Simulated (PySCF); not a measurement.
C₃H₉FOSi, SMILES CCOC[SiH2]F. Atoms are numbered in the order given.

```xyz
15

C      3.0919    -0.5486    -0.1437
C      1.8290     0.1274    -0.6155
O      1.0360     0.4350     0.5026
C     -0.2289     0.9807     0.1851
Si    -1.4592    -0.4497     0.2456
F     -2.9202     0.0377    -0.2926
H      3.6377     0.1032     0.5541
H      3.7493    -0.7781    -0.9950
H      2.8563    -1.4874     0.3788
H      2.0684     1.0567    -1.1729
H      1.2781    -0.5298    -1.3188
H     -0.4798     1.7406     0.9444
H     -0.2250     1.5030    -0.7906
H     -0.9936    -1.5637    -0.6275
H     -1.6208    -0.9249     1.6467
```
Charge 0, spin multiplicity 1.

Geometry optimised at PBE0-D3(BJ)/def2-SVP. This is a generated structure with no PubChem entry under its InChIKey; it may be hypothetical. Other conformers were not sampled.

These are SMD-PBE0/def2-SVP in PySCF values and carry that method's errors.

Solvation free energies are E(SMD) − E(gas) at the gas-phase geometry, for 1 M in both phases. In vacuum the dipole moment is 1.73 D.

```json
[
 {"solvent": "water", "ΔG(solv) (kcal/mol)": "-0.8", "its non-electrostatic (CDS) part": "4.2", "dipole (D)": "2.12"},
 {"solvent": "N,N-dimethylformamide", "ΔG(solv) (kcal/mol)": "___", "its non-electrostatic (CDS) part": "___", "dipole (D)": "___"},
 {"solvent": "toluene", "ΔG(solv) (kcal/mol)": "-3.0", "its non-electrostatic (CDS) part": "-1.3", "dipole (D)": "1.90"}
]
```

Fill in the missing entries. (The exact figures need the calculation; the answer reports its results.)


- N,N-dimethylformamide, ΔG(solv) (kcal/mol): -3.4
- N,N-dimethylformamide, its non-electrostatic (CDS) part: 0.0
- N,N-dimethylformamide, dipole (D): 2.08
